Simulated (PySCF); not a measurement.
A structure optimised at B3LYP-D3(BJ)/def2-SVP, used in a PySCF frequency run:

```
Si
F 1 1.6138
F 1 1.6138 2 106.26
N 1 1.7022 2 107.90 3 -115.50
C 4 1.2009 2 143.46 1 -176.00
O 5 1.1680 2 154.95 1 -178.06
C 1 1.8407 2 111.02 3 120.82
H 7 1.1010 1 110.76 2 -58.98
H 7 1.1011 8 108.38 1 -121.35
H 7 1.1011 8 108.38 9 -117.29
```
Charge 0, spin multiplicity 1.

Q: Write its SMILES, formula and point group.

A: C[Si](F)(F)N=C=O, C2H3F2NOSi, Cs

Q: What are its rotational constants (standard atomic weights)?

A: 3.6456, 1.2065, 1.1818 GHz
